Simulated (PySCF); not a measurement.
Isomers C₄H₈ClFSi₂:

A. `C[SiH2]C#C[Si@@](C)(F)Cl`
B. SMILES C=C[Si@@]1(Cl)C[SiH2][C@@H]1F
C. `F[SiH2][SiH2]C1=C(Cl)CC1`

Spectrum 1. 1H NMR (300 MHz, computed): δ 6.56 (m, 1H), 6.45 (m, 1H), 6.24 (m, 1H), 5.80 (m, 1H), 4.84 (m, 1H), 4.75 (m, 1H), 0.93 (m, 1H), 0.64 (m, 1H). 13C{1H} NMR (computed): δ 144.0 (CH2), 141.2 (CH), 96.8 (CH), 4.3 (CH2).

Spectrum 2. 1H NMR (300 MHz, computed): δ 4.44 (m, 1H), 4.43 (m, 1H), 0.57 (m, 3H), 0.37 (m, 3H). 13C{1H} NMR (computed): δ 116.9 (C), 115.0 (C), 5.6 (CH3), -5.2 (CH3).

Spectrum 3. 1H NMR (300 MHz, computed): δ 5.86 (m, 2H), 4.23 (m, 2H), 2.92 (m, 2H), 2.43 (m, 2H). 13C{1H} NMR (computed): δ 158.6 (C), 148.8 (C), 42.1 (CH2), 30.5 (CH2).

- shielding tensors at PBE0/pcSseg-1 (GIAO)
- coordinates at the GFN2-xTB level
- code: PySCF 2.14.0 with density-fitted response routines
- no solvent, one conformer, non-relativistic, averaged over atoms made equivalent by symmetry, fast rotation or ring inversion

δ = σ(ref) − σ, references computed at the same level: 1H (31.72 ppm) and 13C (186.93 ppm) vs TMS. Splittings of carbon signals by F and P are missing where no couplings were computed. Where no couplings were computed, multiplicities follow the n + 1 count of equivalent neighbours, and m marks all less simple cases (inequivalent or close neighbours, rings, F or P nearby). Shifts are as computed. Against solution values, carbons near 30 ppm lie about +3 ppm off and those near 130 ppm about +5 ppm; carbons on Cl a further +6 ppm. Of 1309 compounds with measured shifts, 239 miss one by over three times the rms of a fit or turn the order of signals round; such compounds aren't used in these exercises. Carbons bonded to Cl come out too deshielded.

Question: Match each spectrum to its structure.

Answer: 1–B, 2–A, 3–C.

- Spectrum 1 (B): 4 13C signals; δC 144.0 is a terminal =CH2 carbon; δC 141.2 is an alkene CH.
- Spectrum 2 (A): 4 13C signals; δC 5.6 is a methyl carbon bonded to Si; δC -5.2 is a methyl carbon bonded to Si.
- Spectrum 3 (C): 4 13C signals; δC 158.6 is a fully substituted alkene carbon; δC 148.8 is a fully substituted alkene carbon.
